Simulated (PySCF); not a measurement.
GeH2ClBr, SMILES [Cl][GeH2][Br]. Atoms are numbered in the order given.

```xyz
5

Ge     0.6860     0.5462     0.0000
Cl    -0.8584     2.0502     0.0000
Br    -0.2953    -1.5348     0.0000
H      1.4880     0.6945     1.2925
H      1.4880     0.6945    -1.2925
```

Geometry: r2SCAN-D4/def2-SVP.

Level of theory: M06-2X/def2-TZVPD (PySCF).

Isolated molecule, no solvent.

Computed frontier levels, gap, dipole moment and polarisability:
- highest occupied level = -9.85 eV
- lowest empty level = -0.32 eV
- orbital gap = 9.53 eV
- dipole moment = 1.95 D
- quadrupole, principal values (traceless, Buckingham form, about the centre of nuclear charge) = -4.76, 0.87, 3.90 D·Å
- mean static polarisability = 66.1 bohr³ (9.80 Å³)
- polarisability, principal values = 55.7, 62.9, 79.7 bohr³
